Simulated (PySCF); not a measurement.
Dipole response of Lu (lutetium, neutral)

[Xe] 4f14 5d1 6s2, 2D determinant. Calculation: PySCF 2.14, in ANO-RCC-VTZP (8s7p5d3f2g1h, 104 functions); scalar relativity by spin-free X2C-1e. Coupled (time-dependent) response in atomic units; α is the mean over directions. The basis has no added diffuse functions, which lowers α and C₆.

| method | mean α (bohr³) | α xx, yy, zz | C₆ (like pair) | S(−4) |
| --- | --- | --- | --- | --- |
| PBE | 132.0 | 144.3, 144.3, 107.3 | 1435 | 60020 |

S(−4) is the Cauchy moment in α(ω) = α(0) + S(−4) ω² + …

Reference α: 137 ± 7 bohr³ (recommended; Schwerdtfeger and Nagle, table of static dipole polarizabilities (2023 update)). Published C₆: 2020 (Gould and Bucko (2016)).

Spin-orbit coupling is absent.

α(iu) at PBE:

```json
{"u (hartree)": "0", "α(iu) (bohr³)": "132.0"}
{"u (hartree)": "0.0500", "α(iu) (bohr³)": "95.65"}
{"u (hartree)": "0.100", "α(iu) (bohr³)": "71.14"}
{"u (hartree)": "0.200", "α(iu) (bohr³)": "38.84"}
{"u (hartree)": "0.300", "α(iu) (bohr³)": "23.88"}
{"u (hartree)": "0.500", "α(iu) (bohr³)": "12.60"}
{"u (hartree)": "0.750", "α(iu) (bohr³)": "7.864"}
{"u (hartree)": "1.00", "α(iu) (bohr³)": "5.726"}
{"u (hartree)": "1.50", "α(iu) (bohr³)": "3.629"}
{"u (hartree)": "2.00", "α(iu) (bohr³)": "2.571"}
{"u (hartree)": "3.00", "α(iu) (bohr³)": "1.541"}
{"u (hartree)": "5.00", "α(iu) (bohr³)": "0.7865"}
```

A single London oscillator, α(iu) = α/(1 + u²/ω²), gives C₆ = (3/4) ω α². Matching the computed C₆ needs ω = 4 × 1435 / (3 × 132.0²) = 0.110 hartree.

The components differ because the open shell of this determinant is not spherical; for a pure term their mean is the scalar polarisability.

Spin-orbit coupling, absent here, splits the open shell strongly.
